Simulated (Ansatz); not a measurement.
Cd₆S₅, relaxed as a singlet with RKS PBE-D4/def2-SVP in Ansatz, starting from the GFN1-xTB geometry. Force threshold 0.03 eV/Å.

In the def2 sets Cd takes a core potential; there is no spin–orbit coupling. Another isomer (singlet) lies 1.36 eV lower at PBE0-D4/def2-TZVP; other spin states weren't run for this one.

Start:

Cartesian coordinates in Å:
```
Cd -1.357 0.241 -3.911
Cd 0.493 1.611 2.583
Cd -2.064 1.797 1.573
Cd 2.892 -1.509 -0.661
Cd 2.868 1.272 0.672
Cd 0.567 -1.932 -2.996
S -1.814 1.589 -1.077
S -1.226 -1.209 1.799
S -0.665 -1.350 -0.179
S -0.121 0.576 -0.690
S 0.427 -1.084 2.885
```

| step | energy (eV) | largest force component (eV/Å) | SCF passes |
| --- | --- | --- | --- |
| 1 | -81528.1675 | 1.444 | 25 |
| 2 | -81528.4224 | 0.311 | 29 |
| 3 | -81528.4977 | 0.349 | 23 |
| 4 (rejected) | -81528.4490 | 0.527 | 30 |
| 5 | -81528.5255 | 0.178 | 23 |
| 6 | -81528.5359 | 0.123 | 24 |
| 7 (rejected) | -81528.5329 | 0.264 | 23 |
| 8 | -81528.5454 | 0.088 | 22 |
| 9 | -81528.5482 | 0.066 | 22 |
| 10 | -81528.5502 | 0.043 | 23 |
| 11 | -81528.5516 | 0.025 | 24 |
| 12 | -81528.5526 | 0.045 | 23 |
| 13 | -81528.5533 | 0.034 | 24 |
| 14 | -81528.5540 | 0.022 | 23 |
| 15 | -81528.5543 | 0.010 | 24 |

Force components are those of the run's own axes.

End:

```xyz
11

Cd   -1.7384   -0.0029   -3.9151
Cd    0.5142    1.4229    2.5853
Cd   -1.8291    2.1950    1.3716
Cd    2.8862   -1.3194   -0.8114
Cd    2.8542    1.0168    1.0179
Cd    0.8778   -1.6999   -3.0248
S    -1.9290    1.6162   -1.1836
S    -1.2451   -1.2762    1.8512
S    -0.6451   -1.4301   -0.1670
S    -0.1709    0.5973   -0.7865
S     0.4252   -1.1196    3.0625
```

By distances, no bond broke or formed. The bond that changes most is Cd4–Cd6, from 3.32 to 3.01 Å (atoms count from 1).

The force fell under the threshold at step 11, but the optimiser went on and released 0.003 eV more. No frequencies were taken in this run, so the end may be a saddle point.

Hardware: 4 threads of Arm Neoverse V1 on a shared host. Wall time 2 min, peak host memory 0.69 GiB.
